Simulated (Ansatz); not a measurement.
Pb₂O₃. Total charge 0; singlet. Geometry PBE-D4/def2-SVP, basis def2-TZVP, Ansatz.

```csv
atom,x (Å),y (Å),z (Å)
Pb1,0.2814,1.5564,-0.5750
Pb2,-0.7852,-1.4800,0.1586
O3,0.4821,0.1461,1.3053
O4,1.3218,-0.4195,0.1856
O5,-1.3002,0.1971,-1.0746
```

| run | HOMO (eV) | LUMO (eV) |
| --- | --- | --- |
| A | -4.95 | -2.30 |
| B | -6.42 | -1.65 |
| C | -5.33 | -2.60 |
| D | -7.83 | -1.05 |
| E | -5.29 | -2.16 |
| F | -5.04 | -2.33 |

In the def2 sets Pb takes a core potential; there is no spin–orbit coupling. The structure holds 1 bond(s) between oxygen atoms. The structure comes from a short search, and lower isomers may exist.

Task: The runs used BHLYP, BLYP, LDA (SPW92), PBE, PBE0, r2SCAN. Estimate which is which.

Result: A BLYP (0 % exact exchange); B PBE0 (25 % exact exchange); C LDA (SPW92) (0 % exact exchange); D BHLYP (50 % exact exchange); E r2SCAN (0 % exact exchange); F PBE (0 % exact exchange). Exact exchange lowers occupied and raises empty levels; among semilocal functionals meta-GGAs tend to open the gap a little, and such runs are hard to tell apart. The gap grows from 2.65 eV (BLYP) to 6.78 eV (BHLYP).
